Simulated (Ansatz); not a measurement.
Consider the isomerisation: `CBOCN` → `BNC(C)O`.

Program: Ansatz. Geometries: PBE0-D4/def2-TZVP. ΔE: electronic, gas phase. CCSD(T)/CBS adds triple-zeta CCSD(T) − MP2 to the extrapolated MP2 energy (def2 sets, frozen cores). Functionals use def2-TZVPP. B3LYP here is the variant with VWN-RPA as its local correlation; programs differ in this. One conformer a species, not always the lowest.

(1) Is it downhill or uphill in electronic energy at CCSD(T)/CBS, and by how much? (Estimate.)

(2) What do these levels give: r2SCAN-D4, B3LYP-D4, B2PLYP, MP2/def2-TZVPP, HF/def2-QZVPP, MP2/CBS(def2)? (Best estimate.)

Largest T1 diagnostic among the species: 0.012.

## Answers

(1) Ansatz gave: Uphill: ΔE = +16.6 kJ/mol.

(2) Ansatz gave: r2SCAN-D4 20.7, B3LYP-D4 20.9, B2PLYP 21.3, MP2/def2-TZVPP 15.1, HF/def2-QZVPP 27.4, MP2/CBS(def2) 15.3 kJ/mol.

In def2-TZVPP, CCSD(T) changes the Hartree–Fock value by −10.4 kJ/mol (the triples alone add −1.7 kJ/mol) and MP2 by −11.7 kJ/mol. The D4 term adds −3.4 kJ/mol with B3LYP and −1.7 kJ/mol with PBE0; it sums over pairs of atoms, weighted by their polarisabilities, and B3LYP, whose exchange is more repulsive, gets the larger term.
